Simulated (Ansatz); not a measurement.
Al2BrH3Si, relaxed with RKS PBE0-D4/def2-TZVP in Ansatz 0.2.0 from a PBE-D4/def2-SVP geometry. The force threshold is 0.005 eV/Å; the program also tests the step.

Total charge 0; spin multiplicity 1. The bonds changed during the relaxation, so this is another structure than the one it started from.

Start:

```xyz
7

Br   -0.173   -0.349    2.257
Si   -1.028   -0.707    0.002
Al    0.746    1.132    0.389
Al    1.015   -0.776   -1.223
H    -2.469   -1.010    0.382
H     0.913    2.593    1.021
H     0.998   -0.882   -2.828
```

(1) By how much does the energy fall, and how many steps does the optimiser take? (An estimate is asked.)

(2) Which bonds change most? (Best estimate.)

(3) Give the relaxed structure. (An estimate is asked.)

## Answers

(1) Ansatz gave: 0.02 eV, in 6 steps.

(2) Ansatz gave: Si2–Al3 from 2.584 to 2.547 Å; Br1–Si2 from 2.439 to 2.402 Å; Br1–Al3 from 2.555 to 2.531 Å; Si2–H5 from 1.520 to 1.498 Å.

(3) The calculation gave: 
```xyz
7

Br   -0.148   -0.377    2.223
Si   -1.035   -0.669    0.011
Al    0.719    1.138    0.391
Al    0.975   -0.736   -1.234
H    -2.447   -0.998    0.389
H     0.902    2.575    1.032
H     1.035   -0.934   -2.813
```
